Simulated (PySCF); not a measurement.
Electronic structure of Mg (magnesium, neutral) at the BP86 level

Configuration: [Ne] 3s2, closed-shell 1S. Calculation: PySCF 2.14, in jorge-DZP-DKH (7s4p1d, 24 functions); the spin-free X2C one-electron Hamiltonian (Gaussian nucleus).

| Item | Value |
| --- | --- |
| Total energy | -200.3943 hartree |
| One-electron energy | -279.7791 hartree |
| Hartree (Coulomb) energy | 95.8661 hartree |
| Exchange-correlation energy | -16.4812 hartree |
| ⟨S²⟩ | 0.0000 |
| ⟨L²⟩ | 0.000 |
| Sum of ⟨r⟩ | 12.07 bohr |
| Sum of ⟨r²⟩ | 27.91 bohr² |
| Langevin diamagnetic susceptibility | -22.1 ×10⁻⁶ cm³/mol |
| Time after the integrals | 0.08 s of wall time on 1 thread of Intel(R) Xeon(R) 6975P-C (shared host) |

```csv
shell,electrons,mean orbital energy (hartree),"rms radius, mean of both spins (bohr)"
1s,2,-46.35254,0.151
2s,2,-2.94042,0.763
2p,6,-1.72122,0.781
3s,2,-0.17652,3.39
```
